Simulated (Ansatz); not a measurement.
Total energies of Li₄Te₂⁺ from Ansatz at r2SCAN-D4/def2-TZVP, gas phase (1 Eh = 27.2114 eV = 2625.5 kJ/mol). The reference geometry is relaxed at PBE-D4/def2-SVP.

```csv
atom,x (Å),y (Å),z (Å)
Li1,-0.258,-0.924,1.814
Li2,1.735,-0.383,-1.075
Li3,0.091,2.236,0.474
Li4,-2.534,-1.470,-1.945
Te5,1.894,0.525,1.390
Te6,-0.928,0.016,-0.658
```

```tsv
state	geometry	energy (Eh)
charge 1 doublet	reference	-566.36104
charge 0 singlet	reference	-566.54004
charge 1 quartet	relaxed at PBE-D4/def2-SVP	-566.26635
```

In the def2 sets Te takes a core potential; there is no spin–orbit coupling.

Work out the vertical electron affinity, to the singlet.

E(charge 1 doublet) − E(charge 0 singlet) = -566.36104 − (-566.54004) = 0.17900 Eh = 4.87 eV.

Which of the charge 1 states is lowest, and how far above it are the others?

The doublet. quartet: -566.26635 − (-566.36104) = 0.09469 Eh = 248.6 kJ/mol. The quartet differs in its bonds from the reference.

The structure comes from a short search, and lower isomers may exist.
